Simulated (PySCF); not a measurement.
C3H13NSi2.
Numbering: `[CH3:1][N:2]([CH3:3])[SiH2:4][CH2:5][SiH3:6]` (hydrogens: H7, H8, H9 on C1; H10, H11, H12 on C3; H13, H14 on Si4; H15, H16 on C5; H17, H18, H19 on Si6)

Computed by this run: PBE0-D3(BJ)/def2-SVP geometry optimisation, gas phase (PySCF 2.14.0); density fitting, grid level 1; the optimiser is geomeTRIC in internal coordinates, started from a GFN2-xTB structure with every atom displaced at random (about 0.01 Å).

Step 0: E = -20548.0527 eV
```
atom  x, y, z in Å  |  force x, y, z in eV/Å
C1     -1.7689    1.0878    0.6594   -0.554   0.798   0.091
N2     -1.3461   -0.2241    0.3415    0.288  -0.584  -0.209
C3     -2.4642   -1.1173    0.1044    1.501   0.165   0.769
Si4     0.2254   -0.5407   -0.3787   -1.169   0.688   0.907
C5      1.4853    0.5676    0.4281    0.448  -0.487   0.327
Si6     3.2654    0.1061    0.0039   -0.633   0.294   0.253
H7     -2.3357    1.5612   -0.1768   -0.033   0.085   0.135
H8     -0.9209    1.7517    0.8785    0.027   0.004   0.105
H9     -2.4494    1.0930    1.5475    0.261   0.034  -0.244
H10    -3.0523   -0.8058   -0.7372   -0.806   0.235  -0.932
H11    -2.0762   -2.1192   -0.0689   -0.046  -0.479  -0.138
H12    -3.0854   -1.1417    0.9993   -0.469  -0.096   0.310
H13     0.4050   -1.9476   -0.0921    0.428  -0.943   0.032
H14     0.2374   -0.3356   -1.8284    0.188   0.099  -0.757
H15     1.3222    1.5985    0.1374   -0.085   0.634  -0.369
H16     1.3655    0.5595    1.5280   -0.018  -0.225  -0.100
H17     3.4851    0.2252   -1.4400    0.101  -0.015  -0.571
H18     3.5414   -1.2634    0.4394    0.138  -0.589   0.118
H19     4.1951    1.0033    0.6909    0.432   0.380   0.272
```

Step 1: E = -20548.2203 eV
```
atom  x, y, z in Å  |  force x, y, z in eV/Å
C1     -1.8317    1.1432    0.6456    0.138  -0.050   0.082
N2     -1.3850   -0.1886    0.3168    0.121   0.092  -0.042
C3     -2.4604   -1.1234    0.1276   -0.263   0.022  -0.245
Si4     0.1773   -0.5195   -0.3794    0.164  -0.054  -0.121
C5      1.5088    0.5288    0.4251   -0.089   0.197   0.017
Si6     3.2966    0.0966    0.0306    0.013  -0.035   0.000
H7     -2.5619    1.5465   -0.0854    0.035  -0.012  -0.030
H8     -0.9828    1.8440    0.6927   -0.053  -0.035  -0.001
H9     -2.3199    1.1593    1.6394   -0.032   0.017  -0.036
H10    -3.1017   -0.8614   -0.7513    0.106  -0.102   0.232
H11    -2.0730   -2.1404   -0.0383    0.004  -0.005   0.019
H12    -3.1230   -1.1580    1.0143    0.049  -0.006  -0.021
H13     0.4774   -1.9716   -0.1594   -0.119   0.029   0.011
H14     0.2729   -0.2878   -1.8696   -0.061   0.003   0.081
H15     1.3509    1.5854    0.1361    0.046  -0.061   0.030
H16     1.3754    0.4748    1.5187    0.011  -0.005   0.043
H17     3.5718    0.2192   -1.4351   -0.021   0.007   0.012
H18     3.6108   -1.3062    0.4465   -0.016   0.017  -0.001
H19     4.2263    1.0173    0.7614   -0.032  -0.021  -0.030
```

Step 2: E = -20548.2301 eV
```
atom  x, y, z in Å  |  force x, y, z in eV/Å
C1     -1.8100    1.1467    0.6407   -0.069  -0.074  -0.023
N2     -1.3806   -0.1873    0.3078    0.060  -0.025  -0.034
C3     -2.4516   -1.1343    0.1259   -0.087   0.074   0.025
Si4     0.1787   -0.5132   -0.3867    0.082  -0.028  -0.039
C5      1.4980    0.5404    0.4333   -0.050   0.075   0.043
Si6     3.2798    0.0967    0.0345    0.024  -0.027  -0.007
H7     -2.5205    1.5598   -0.1036    0.003   0.040  -0.006
H8     -0.9540    1.8350    0.6994   -0.002  -0.015   0.013
H9     -2.3161    1.1706    1.6247   -0.023  -0.003  -0.010
H10    -3.1087   -0.8914   -0.7373    0.037   0.005   0.039
H11    -2.0533   -2.1477   -0.0369    0.016   0.010   0.009
H12    -3.0986   -1.1740    1.0221    0.004  -0.012   0.011
H13     0.4475   -1.9689   -0.1685   -0.011   0.000  -0.003
H14     0.2614   -0.2749   -1.8720    0.007   0.013   0.010
H15     1.3484    1.5972    0.1490    0.016  -0.017  -0.004
H16     1.3639    0.4815    1.5279   -0.003  -0.017  -0.012
H17     3.5455    0.2230   -1.4317   -0.007   0.000  -0.004
H18     3.5816   -1.3091    0.4456   -0.004   0.000   0.001
H19     4.2171    1.0083    0.7617    0.006   0.000  -0.008
```

**Question.** Estimate the geometry and energy of step 3. (The exact step hangs on the optimiser's Hessian estimate; all steps are aligned on step 2, rigid shifts and turns removed.)

**Answer.** E = -20548.2318 eV, largest force 0.234 eV/Å
```
atom  x, y, z in Å  |  force x, y, z in eV/Å
C1     -1.8256    1.1347    0.6310    0.065   0.068  -0.053
N2     -1.3679   -0.1890    0.3022   -0.212   0.013   0.019
C3     -2.4504   -1.1262    0.1335    0.153  -0.143   0.104
Si4     0.1951   -0.5053   -0.3896   -0.043   0.008   0.011
C5      1.5068    0.5498    0.4417   -0.018  -0.011   0.050
Si6     3.2831    0.0910    0.0331    0.013  -0.013  -0.010
H7     -2.5232    1.5439   -0.1282   -0.001   0.023  -0.003
H8     -0.9820    1.8340    0.7122    0.030   0.040   0.030
H9     -2.3571    1.1481    1.6015   -0.009  -0.025  -0.001
H10    -3.1153   -0.8827   -0.7174   -0.026   0.054  -0.077
H11    -2.0588   -2.1420   -0.0295   -0.014  -0.016  -0.011
H12    -3.0837   -1.1608    1.0392   -0.004   0.001   0.019
H13     0.4512   -1.9627   -0.1762    0.031  -0.013  -0.006
H14     0.2766   -0.2580   -1.8710    0.032   0.018  -0.026
H15     1.3651    1.6073    0.1611   -0.011   0.016  -0.019
H16     1.3729    0.4848    1.5362   -0.007  -0.015  -0.027
H17     3.5353    0.2186   -1.4351    0.001  -0.005  -0.008
H18     3.5716   -1.3186    0.4390    0.003  -0.007   0.002
H19     4.2351    0.9916    0.7525    0.018   0.010   0.004
```

The energy changes by -0.0018 eV. The first-order estimate −F·Δx gives -0.0081 eV and the mean of the old and new forces, exact on a quadratic surface, -0.0016 eV. The step makes an angle of 70° with the force vector and moves no atom by more than 0.052 Å.

What follows is the cost of the whole optimisation. Hardware: Intel Xeon Platinum 8488C, one thread (shared host). Cost: 2.3 min, 0.64 GiB resident at most.
